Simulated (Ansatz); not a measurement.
Isomers of C2H8OSn (singlet), relaxed with PBE0-D4/def2-SVP; total energies from Ansatz at PBE-QIDH/def2-TZVP.

| isomer | description | energy (Eh) |
| --- | --- | --- |
| A | Sn(OEt)H3 (C2H8OSn) | -370.18669 |
| B | SnH2Me(OMe) (C₂H₈OSn) | -370.19317 |

In the def2 sets Sn takes a core potential; there is no spin–orbit coupling. Correlated methods freeze 7 core orbitals; core or outer-core shells of Sn are correlated, in sets that lack core-valence functions.

Task: Work out the relative energies (1 Eh = 2625.5 kJ/mol) and the Boltzmann populations at 500 K from electronic energies alone (R = 8.314 J/mol/K).

Result: ΔE: A 17.0, B 0.0 kJ/mol. RT = 4.16 kJ/mol. Factors exp(−ΔE/RT): A 0.0168, B 1; sum 1.017. Populations: A 1.7 %, B 98.3 %. Zero-point energy, vibrational entropy and symmetry numbers are left out and can shift these; an error of 4 kJ/mol changes a ratio by a factor of 2.6. Over the other density-functional and correlated levels in def2 sets, the gap between B and A ranges from 2 to 23 kJ/mol.
